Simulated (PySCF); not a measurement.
Finite-field polarisability of Cs (caesium, neutral)

[Xe] 6s1, 2S determinant. Calculation: PySCF 2.14, in ANO-RCC-VTZP (8s7p4d2f1g, 72 functions); the spin-free X2C one-electron Hamiltonian (Gaussian nucleus). Frozen: [Kr] 4d10. Energy changes in a uniform field (μhartree):

| axis | F (au) | HF | MP2 | CCSD | CCSD(T) |
| --- | --- | --- | --- | --- | --- |
| x | 0.00055 | -98.831 | -58.350 | -71.128 | -68.165 |
| x | 0.0011 | -394.445 | -234.485 | -284.418 | -272.701 |

Problem. Derive α along x at CCSD(T) from the two fields.

Solution. With ΔE = −αF²/2 − γF⁴/24, α = −(16 ΔE(F) − ΔE(2F))/(6F²) = 450.7 bohr³.

Problem. And the mean polarisability at each level?

Solution. HF 653.9, MP2 385.2, CCSD 470.3, CCSD(T) 450.7 bohr³. Reference: 400.9 ± 0.7 bohr³ (recommended; Schwerdtfeger and Nagle, table of static dipole polarizabilities (2023 update)).

CCSD(T) lies more than 5 % above the reference; correlation of the frozen inner shells, absent here, would lower it, and spin-orbit coupling is absent too.

The basis has no added diffuse functions, which lowers α.
